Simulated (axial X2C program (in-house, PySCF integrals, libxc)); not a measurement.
## Correcting the dissociation energy of ScH⁺ for spin–orbit coupling

A spin-free CCSD(T) curve (one-electron X2C) was computed with an axial X2C code built on PySCF integrals, basis Sc dyall-cv3z [10s11p7d5f2g], H dyall-v3z [6s2p1d] (cores contracted in-house), for the state M_S = 1/2, Λ = 2 (beyond evenly filled blocks: δ+α). It gives D0 = 2.315 eV to Sc+ + H, which in a spin-free picture are the weighted means of the ground terms.

Correlated methods: 11 electrons correlated (number of frozen shells: Sc 2 s, 1 p; H none), 235 virtual spin orbitals or spinors in MP2, 90 natural virtuals in coupled cluster.

Measured levels of the ground terms (NIST Handbook of Basic Atomic Spectroscopic Data), in cm⁻¹: Sc+ 3D: J = 1 at 0, J = 2 at 67.7, J = 3 at 177.8; H 2S: J = 1/2 at 0.

The two components of the molecular doublet are 143 cm⁻¹ apart in the PBE0 2c search (Ω = 3/2 lower), so the lower one lies 72 cm⁻¹ under their mean.

Task: How far does each ground level lie under the (2J+1)-weighted mean of its term?

Result: Sc+: (3 × 0 + 5 × 67.7 + 7 × 177.8)/15 = 106 cm⁻¹; H: a single level, 0.

Task: Correct D0.

Result: D0 = 2.315 + (72 − 106)/8065.5 = 2.311 eV at CCSD(T) with these spin–orbit terms.

Second-order spin–orbit effects in the molecule, which grow quickly with Z, are left out. The state is a single determinant with fixed occupations, the lowest that a limited PBE0 search found. Dissociation energies refer to the lowest single-determinant-based atoms at the same level and basis. Coupled cluster ran in a truncated set of natural virtual spinors; the MP2 energy of the rest was added. (T) has no such correction and the atoms are truncated less, which lowers De at CCSD(T) by a hundredth of an eV or more. PBE0 can misorder states that lie within some tenths of an eV, so this need not be the ground state of the molecule. The nearest other spin-free determinant of the search, M_S = 1/2, Λ = 1, lies 0.09 eV up at the distance of the search.
